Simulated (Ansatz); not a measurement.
BCl$_{3}$ (SMILES ClB(Cl)Cl), singlet, geometry from GFN2-xTB; B3LYP/aug-cc-pVDZ (Ansatz, a quantum-chemistry and plane-wave program).

Input for Ansatz:
Ansatz 0.2 input:
```yaml
crystal:
  periodic: [false, false, false]
  atoms:
    - {symbol: B, position_ang: [-0.00012924, 0.00017465, -0.01065182]}
    - {symbol: Cl, position_ang: [0.02666439, 1.72290836, 0.02897049]}
    - {symbol: Cl, position_ang: [1.47887022, -0.88426276, -0.03139692]}
    - {symbol: Cl, position_ang: [-1.50549659, -0.83869697, 0.00555932]}
basis:
  gaussian:
    orbitals: aug-cc-pVDZ
hamiltonian:
  xc: b3lyp
```

It wrote (shortened):

```
Functional definition: B3LYP
1028 factors; integrals over basis functions are off by at most 5.1e-4 eV
mean field evaluation 1: about -38248.5215 eV, gradient 1.6e1 eV
mean field evaluation 2: about -38248.5142 eV, gradient 1.6e1 eV
mean field evaluation 4: about -38249.2516 eV, gradient 2.4e-1 eV
mean field evaluation 8: about -38249.3038 eV, gradient 1.2e-2 eV
mean field evaluation 16: about -38249.3038 eV, gradient 6.0e-5 eV
mean field -38249.30376698 eV, -1405.6359871272 hartree, gradient 6.0e-5 eV, S^2 0.000000; 0 other end points of the search recorded, 0 dependent functions left out
reference -38249.30403040 eV, -1405.6359968077 hartree; 28, 28 occupied and 76, 76 virtual orbitals, 1028 factors
Total energy: -38249.30403040 eV, -1405.6359968077 hartree
```
